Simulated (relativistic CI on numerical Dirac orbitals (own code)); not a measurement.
W LIV: sensitivity of the levels to the model

Base calculation: Dirac-Coulomb-Breit CI, orbitals from a KLI potential per configuration, a model potential for QED, unscaled Slater integrals.

CI space (outside the closed core [Ne]): 3s2 3p6 3d3, 3s2 3p5 3d4, 3s 3p6 3d4, 3s2 3p6 3d2 4s, 3s2 3p6 3d2 4p, 3s2 3p6 3d2 4d, 3s2 3p5 3d3 4s, 3s2 3p6 3d2 4f, 3s2 3p5 3d3 4p, 3s 3p6 3d3 4s, 3p6 3d4 4p, 3s 3p6 3d3 4p, 3s2 3p6 3d 4s 4p, 3s2 3p6 3d2 5s, 3s 3p6 3d3 4d, 3s2 3p6 3d2 5p, 3s2 3p6 3d 4p 4d, 3s2 3p6 3d2 5f, 3s 3p6 3d2 4s 4p, 3p6 3d5, 3p5 3d6, 3p5 3d5 4s, 3p6 3d4 4s, 3p5 3d4 4s2, 3s2 3p6 3d 4s2, 3s2 3p6 4s2 4p, 3s2 3p6 4s2 4d, 3s2 3p6 3d 4p2, 3s2 3p6 4s 4p2, 3s2 3p6 4p3, 3s2 3p6 4p2 4d, 3s2 3p5 3d 4s 4p2. Double excitations out of closed p, d and f shells are left out; levels of such configurations are missing from the list, as are those of other unlisted configurations, and high levels can miss mixing partners. These lack a partner that the ground configuration has and come out too high: 3s2 3p5 3d3 4p.

Variants: (1) QED terms removed; (2) one mean potential for all configurations. Shifts of the energy above 3s2 3p6 3d3 4F_3/2, in cm⁻¹, for the lowest level and the first level of each name with at least 55 % of one term (blank where a level changes its place among those of its configuration and J or its character, or is not in the variant):

```
              Level     Base   Δ(1)  Δ(2)
 3s2 3p6 3d3 4F_3/2        0      0     0
 3s2 3p6 3d3 4F_5/2   524246  -1541   +95
 3s2 3p6 3d3 4P_1/2   622891  -1515   +76
 3s2 3p6 3d3 4F_7/2  1122153  -3060  +180
 3s2 3p6 3d3 2P_1/2  1230671  -3064  +159
3s2 3p6 3d3 2H_11/2  1237936  -3086  +176
 3s2 3p6 3d3 2F_7/2  1319496  -3044  +152
 3s2 3p6 3d3 2D_3/2  1490750  -3110  +130
```

At this charge energies of transitions that change n are usually good to better than 1 %, and those within a shell (Δn = 0) to a few per cent.

Ionisation energy from the two ground configurations alone: base 5055.53 eV. The NIST ASD value (semi-empirical) is 5063 eV.

LS names give the leading component of a level, which can be under half, so a name can repeat, a term be missing and a line seem to break the LS rules.
